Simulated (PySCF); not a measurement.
PySCF input for Ge(H)(Cl)2(Me) (CH₄Cl₂Ge), SMILES [CH3][GeH]([Cl])[Cl], IEF-PCM-ωB97X/def2-SVP. The structure is a stationary point at PBE0-D3(BJ)/def2-SVP.

```python
import numpy as np
from pyscf import gto, scf, dft
from pyscf.solvent import pcm

mol = gto.M(
    atom='''
    Ge    0.37082492   -0.28621719   -0.00000000
    C    -0.55074383   -1.98161317   -0.00000001
    Cl   -0.24337694    0.83203765    1.74006419
    Cl   -0.24337694    0.83203767   -1.74006417
    H     1.90274101   -0.33134788   -0.00000001
    H    -0.27767267   -2.55362445    0.89821692
    H    -0.27767267   -2.55362444   -0.89821695
    H    -1.63451416   -1.80205474   -0.00000001
    ''',
    basis='def2-SVP',
    charge=0,
    spin=0,
    max_memory=1600,
    verbose=3,
)
mf = dft.RKS(mol, xc='wb97x').density_fit(auxbasis='def2-universal-jkfit')
mf.grids.level = 3
mf.conv_tol = 1e-9
mf.max_cycle = 100
mf.kernel()
res = {}
for name, eps in {'water': 78.355, 'ethylethanoate': 5.9867, 'chlorobenzene': 5.6968}.items():
    s = mf.PCM()
    s.with_solvent.method, s.with_solvent.eps, s.with_solvent.lebedev_order = 'IEF-PCM', eps, 29
    s.kernel(mf.make_rdm1())
    res[name] = (s.e_tot, eps, s.dip_moment(), s.mo_energy, s.converged)
    print(f'{name}: electrostatic solvation free energy {(s.e_tot - mf.e_tot) * 627.509474:.3f} kcal/mol')
```

Program output:

```
converged SCF energy = -3037.46605202722

WARN: PCM is an experimental feature. It is still in testing.
Features and APIs may be changed in the future.

converged SCF energy = -3037.47161532391
Dipole moment(X, Y, Z, Debye):  0.88940, -3.47449, -0.00000
water: electrostatic solvation free energy -3.491 kcal/mol

WARN: PCM is an experimental feature. It is still in testing.
Features and APIs may be changed in the future.

converged SCF energy = -3037.47034748754
Dipole moment(X, Y, Z, Debye):  0.81592, -3.30183, -0.00000
ethylethanoate: electrostatic solvation free energy -2.695 kcal/mol

WARN: PCM is an experimental feature. It is still in testing.
Features and APIs may be changed in the future.

converged SCF energy = -3037.47028411352
Dipole moment(X, Y, Z, Debye):  0.81247, -3.29327, -0.00000
chlorobenzene: electrostatic solvation free energy -2.656 kcal/mol
```

The calculation finished and met its thresholds.

Cost: about 70 core-seconds (a rough figure).
